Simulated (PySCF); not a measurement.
## Radial density of Rh²⁺ (rhodium, charge +2)

BLYP, [Kr] 4d6 5s1, high-spin 6D determinant (an excited configuration). All numbers are calculated (PySCF 2.14, scalar relativity by spin-free X2C-1e, in aug-cc-pwCVTZ-DK).

| r (bohr) | 4πr²ρ (e/bohr) | 4πr²(ρα − ρβ) |
| --- | --- | --- |
| 0.0268 | 56.33 | 0.0037 |
| 0.0450 | 48.57 | 0.0028 |
| 0.0757 | 63.95 | 0.0682 |
| 0.127 | 65.63 | 0.3372 |
| 0.214 | 47.19 | 0.8268 |
| 0.360 | 52.73 | 0.3295 |
| 0.606 | 16.71 | 0.6384 |
| 1.02 | 14.74 | 3.2815 |
| 1.72 | 4.644 | 2.1777 |
| 2.88 | 0.7144 | 0.5866 |
| 4.85 | 0.02647 | 0.0250 |
| 8.16 | 7.062e-05 | 0.0001 |

Densities and radii are taken from the X2C orbitals without a picture-change correction, which distorts them close to the nucleus.
